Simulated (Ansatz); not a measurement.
Consider the formal hydrolysis of a B–O bond: `OB([SiH3])OCF` + H₂O → `OB(O)[SiH3]` + `OCF`.

Program: Ansatz. Geometries: PBE0-D4/def2-TZVP. ΔE: electronic, gas phase. CCSD(T)/CBS adds triple-zeta CCSD(T) − MP2 to the extrapolated MP2 energy (def2 sets, frozen cores). This one scheme is used for every species. DFT in def2-TZVPP. B3LYP here is the variant with VWN-RPA as its local correlation; programs differ in this. Each species was taken in one conformer, which may not be the lowest.

```csv
level,ΔE (kcal/mol),difference from CCSD(T)/CBS
B3LYP-D4,-0.9,-1.2
ωB97X-V,-0.8,-1.1
ωB97M-V,-0.8,-1.1
PBE0,-2.0,-2.3
B3LYP,-2.3,-2.6
HF/def2-TZVPP,-2.0,-2.3
SCS-MP2/def2-TZVPP,-0.6,-0.9
MP2/def2-QZVPP,0.0,-0.3
SCS-MP2/def2-QZVPP,-0.3,-0.6
HF/CBS(def2),-1.9,-2.2
CCSD(T)/CBS,0.3,0
```

Largest T1 diagnostic among the species: 0.014.

The D4 term adds +1.4 kcal/mol with B3LYP and +0.8 kcal/mol with PBE0; it sums over pairs of atoms, weighted by their polarisabilities, and B3LYP, whose exchange is more repulsive, gets the larger term. In def2-TZVPP, CCSD(T) changes the Hartree–Fock value by +1.8 kcal/mol (the triples alone add +0.3 kcal/mol) and MP2 by +1.7 kcal/mol.
